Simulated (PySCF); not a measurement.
# How methods differ on the excitation energy of Rh

Rh [Kr] 4d8 5s1 (4F) → Rh [Kr] 4d9 (2D), as a difference of total energies. Computed with PySCF 2.14 in def2-TZVPPD with the def2 core potential (28 electrons) (6s4p3d2f1g, 56 functions), with scalar relativity through the core potential. Correlated levels: valence: 4s2 4p6 frozen; valence and next inner shell: nothing frozen outside the core potential. The calculations carry no spin-orbit coupling.

```
                                method  excitation energy (cm⁻¹)
                                   UHF                     13572
                                  PBE0                    5351.6
                                r2SCAN                    7853.4
                                 B3LYP                    4545.1
                                M06-2X                   -407.15
                                   M06                   -2386.1
                         MP2 (valence)                    3313.5
                     SCS-MP2 (valence)                    2730.7
    MP2 (valence and next inner shell)                    2783.3
SCS-MP2 (valence and next inner shell)                    3036.8
```

Errors of the correlated levels include the incompleteness of this basis and the frozen core.

For comparison: 2759.1 cm⁻¹ (measured; NIST levels, between the centres of gravity of the two terms).
